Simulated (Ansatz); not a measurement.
Start from `C[Te][GeH3]` and change one element to get `C[Se][GeH3]`.

Ansatz, PBE0-D4/def2-TZVP geometries, multiplicity 1. 

Elements past krypton have def2 core potentials. Scalar relativity is left out up to krypton.

```json
{"property": "HOMO energy (PBE/def2-TZVPP) / eV", "`C[Te][GeH3]`": "-5.03"}
{"property": "LUMO energy (PBE/def2-TZVPP) / eV", "`C[Te][GeH3]`": "-1.57"}
{"property": "HOMO–LUMO gap (PBE0/def2-TZVPP) / eV", "`C[Te][GeH3]`": "5.28"}
{"property": "LUMO energy (ωB97M-V/def2-TZVPP) / eV", "`C[Te][GeH3]`": "0.95"}
{"property": "HOMO–LUMO gap (PBE/def2-TZVPP) / eV", "`C[Te][GeH3]`": "3.46"}
{"property": "HOMO–LUMO gap (B3LYP/def2-TZVPP) / eV", "`C[Te][GeH3]`": "4.83"}
```

Problem. What does the change do to each property? (Estimate.)

Solution. Ansatz gave: 
```
                             property  `C[Se][GeH3]`  shift
    HOMO energy (PBE/def2-TZVPP) / eV          -5.34  -0.31
    LUMO energy (PBE/def2-TZVPP) / eV          -1.04   0.53
 HOMO–LUMO gap (PBE0/def2-TZVPP) / eV           6.29   1.01
LUMO energy (ωB97M-V/def2-TZVPP) / eV           1.59   0.64
  HOMO–LUMO gap (PBE/def2-TZVPP) / eV           4.30   0.84
HOMO–LUMO gap (B3LYP/def2-TZVPP) / eV           5.80   0.97
```

With PBE0 the HOMO falls by 0.41 eV and the LUMO rises by 0.59 eV, so the gap widens by about 1.00 eV. PBE moves the HOMO by -0.31 eV and ωB97M-V by -0.49 eV.

B3LYP here is the variant with VWN-RPA as its local correlation; programs differ in this.

Spin–orbit coupling is left out; it splits and shifts lone-pair levels of the heavy atoms by tenths of an eV.
